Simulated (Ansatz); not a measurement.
The cluster Hg2S2, relaxed as a singlet with RKS r2SCAN-D4/def2-SVP in Ansatz, starting from the GFN1-xTB geometry. Force threshold 0.02 eV/Å.

In the def2 sets Hg takes a core potential; there is no spin–orbit coupling. The structure comes from a short search, and lower isomers may exist.

Start:

```xyz
4

Hg    0.792    0.395   -1.153
Hg   -0.790   -0.394    1.154
S    -0.647    1.857    0.191
S     0.645   -1.858   -0.193
```

**Question.** Estimate the energy that the relaxation releases and the steps that it takes.

**Answer.** 0.10 eV, in 5 steps; 16 s on 4 threads of Arm Neoverse V2 on a shared host. No frequencies were taken in this run, so the end may be a saddle point.

**Question.** Does the start keep its bonding and symmetry?

**Answer.** By distances, no bond broke or formed. The bond that changes most is Hg2–S3, from 2.45 to 2.52 Å (atoms count from 1). Point group D2h at the start, D2h at the end, both within 0.05 Å.

**Question.** Predict the relaxed structure.

**Answer.** 
Cartesian coordinates in Å:
```
Hg 0.7856 0.3916 -1.1454
Hg -0.7856 -0.3916 1.1454
S -0.6772 1.9467 0.2011
S 0.6772 -1.9467 -0.2011
```
Bond lengths (bridged metal pairs left out): 4 × Hg–S 2.52 Å.
